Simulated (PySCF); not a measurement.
Compound: C5H4O2.
Bonds: O1–C2 (double), C2–C3, C3–C4 (aromatic), C4–C5 (aromatic), C5–O6 (aromatic), O6–C7 (aromatic), C3–C7 (aromatic). Hydrogens: H8 on C2; H9 on C4; H10 on C5; H11 on C7.

The same species was optimised twice, with GFN2-xTB and with PBE0-D3(BJ)/def2-SVP (PySCF), and the same property calculations (PySCF, gas phase) were run on both structures.

```tsv
coordinate	GFN2-xTB	PBE0-D3(BJ)/def2-SVP	change
C2–C3 (Å)	1.453	1.466	+0.013
C3–C4 (Å)	1.428	1.436	+0.008
C5–O6 (Å)	1.348	1.355	+0.007
O6–C7 (Å)	1.329	1.335	+0.006
C3–C7 (Å)	1.376	1.373	-0.003
C4–C5 (Å)	1.356	1.359	+0.003
O1=C2 (Å)	1.205	1.207	+0.002
C2–C3–C7 (°)	127.3	125.9	-1.4
C2–C3–C4 (°)	127.5	128.4	+0.9
O1–C2–C3 (°)	125.4	124.5	-0.9
C4–C3–C7 (°)	105.2	105.6	+0.4
C5–O6–C7 (°)	107.5	108.0	+0.5
C4–C5–O6 (°)	110.7	110.3	-0.4
C3–C7–O6 (°)	110.7	110.3	-0.4
C3–C4–C5 (°)	105.8	105.8	0.0
O1–C2–C3–C4 (°)	180	180	0
```

Rotational constants: A = 8313, B = 2000, C = 1612 MHz (GFN2-xTB) against A = 8217, B = 1997, C = 1606 MHz (PBE0-D3(BJ)/def2-SVP). Point groups within 0.08 Å: Cs and Cs.

On the GFN2-xTB structure: HOMO (eV) -7.28 [PBE0/pcSseg-1]; LUMO (eV) -1.55 [PBE0/pcSseg-1]; dipole (D) 3.17 [PBE0/pcSseg-1]; GIAO shielding of O1 (ppm) -324.8 [PBE0/pcSseg-1]; GIAO shielding of C2 (ppm) -2.2 [PBE0/pcSseg-1]; GIAO shielding of C3 (ppm) 53.3 [PBE0/pcSseg-1]; GIAO shielding of C4 (ppm) 68.3 [PBE0/pcSseg-1]; GIAO shielding of C5 (ppm) 38.8 [PBE0/pcSseg-1]; GIAO shielding of O6 (ppm) 28.2 [PBE0/pcSseg-1]; GIAO shielding of C7 (ppm) 34.9 [PBE0/pcSseg-1].

Problem. What do these properties become on the PBE0-D3(BJ)/def2-SVP structure?

Solution. 
```
                                    property          level  on GFN2-xTB  on PBE0-D3(BJ)/def2-SVP  change
                                   HOMO (eV)  PBE0/pcSseg-1        -7.28                    -7.29   -0.01
                                   LUMO (eV)  PBE0/pcSseg-1        -1.55                    -1.54   +0.01
                                  dipole (D)  PBE0/pcSseg-1         3.17                     3.13   -0.04
energy, GFN2-xTB geometry as zero (kcal/mol)  PBE0/pcSseg-1          0.0                     -0.4    -0.4
                  GIAO shielding of O1 (ppm)  PBE0/pcSseg-1       -324.8                   -326.2    -1.4
                  GIAO shielding of C2 (ppm)  PBE0/pcSseg-1         -2.2                     -2.9    -0.7
                  GIAO shielding of C3 (ppm)  PBE0/pcSseg-1         53.3                     52.8    -0.5
                  GIAO shielding of C4 (ppm)  PBE0/pcSseg-1         68.3                     68.3     0.0
                  GIAO shielding of C5 (ppm)  PBE0/pcSseg-1         38.8                     37.0    -1.8
                  GIAO shielding of O6 (ppm)  PBE0/pcSseg-1         28.2                     22.6    -5.6
                  GIAO shielding of C7 (ppm)  PBE0/pcSseg-1         34.9                     33.6    -1.3
```

The heavy atoms differ by 0.016 Å rms after alignment. Among bonds between heavy atoms C2–C3 changes most (+0.013 Å). Changes are differences of the printed values. Neither structure is proved a minimum here.

Conformer computed: `[O:1]=[CH:2][c:3]1[cH:4][cH:5][o:6][cH:7]1`: O1–C2–C3–C4 180°.
